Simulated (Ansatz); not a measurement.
AsMe3 (C3H9As). Charge 0, multiplicity 1. Geometry B3LYP-D4/def2-SVP, basis def2-TZVP, Ansatz.

```csv
run,HOMO (eV),LUMO (eV)
A,-7.82,1.90
B,-8.68,2.56
C,-6.13,0.72
D,-5.74,0.46
E,-5.68,0.61
F,-8.77,2.96
```

HSE06 is defined as in plane-wave codes, on full-range PBE exchange.

Task: The runs used B97M-V, CAM-B3LYP, HSE06, r2SCAN, ωB97M-V, ωB97X-V. Estimate which is which.

Result: A CAM-B3LYP (range-separated); B ωB97M-V (range-separated); C HSE06 (range-separated); D B97M-V (0 % exact exchange); E r2SCAN (0 % exact exchange); F ωB97X-V (range-separated). Exact exchange lowers occupied and raises empty levels; among semilocal functionals meta-GGAs tend to open the gap a little, and such runs are hard to tell apart. The gap grows from 6.20 eV (B97M-V) to 11.73 eV (ωB97X-V).
